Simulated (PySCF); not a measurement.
Geometry (Å), atoms numbered from 1 in this order:
```xyz
16

B    -0.132   -0.244   -0.022
C     1.436   -0.270    0.011
C     2.169   -1.313   -0.821
H     1.662   -0.420    1.089
H     1.813    0.748   -0.195
H     3.257   -1.277   -0.658
H     1.824   -2.330   -0.581
H     1.991   -1.162   -1.898
C    -0.948    1.054    0.305
C    -2.431    0.935    0.627
H    -0.799    1.685   -0.597
H    -0.406    1.607    1.093
H    -2.900    1.920    0.771
H    -2.973    0.417   -0.178
H    -2.594    0.351    1.546
Cl   -1.004   -1.734   -0.426
```

[PySCF 2.14: geometry: PBE0-D3(BJ)/def2-SVP; shielding tensors at KT2/pcSseg-1 (GIAO); no relativistic terms; rapidly exchanging positions averaged; no solvent; single conformer]

Scale: TMS for ¹³C (σ = 183.22 ppm), ¹H (σ = 31.18 ppm); ¹¹B (σ = 99.90 ppm) vs BF3·OEt2; ³⁵Cl (σ = 942.74 ppm) against HCl (reference shieldings calculated alike).

| atoms | nucleus | count | δ (ppm) |
| --- | --- | --- | --- |
| H4/H5/H11/H12 | ¹H | 4 | ? |
| C3/C10 | ¹³C | 2 | 10.3 |
| H6/H7/H8/H13/H14/H15 | ¹H | 6 | 1.07 |
| B1 | ¹¹B | 1 | ? |
| Cl16 | ³⁵Cl | 1 | 242 |
| C2/C9 | ¹³C | 2 | 25.3 |

Question: Complete the table.

Answer: 
- H4/H5/H11/H12: 1.25 ppm, hydrogen on a carbon bonded to C, B
- B1: 74.1 ppm, boron bonded to 2 C, Cl

A carbon bonded to boron is broadened by the quadrupolar boron nucleus and is often missing from a measured spectrum. Shifts are as computed. Against solution values, carbons near 30 ppm lie about +2 ppm off and those near 130 ppm about -5 ppm. Of 1309 compounds with measured shifts, 239 miss one by over three times the rms of a fit or turn the order of signals round; such compounds aren't used in these exercises.
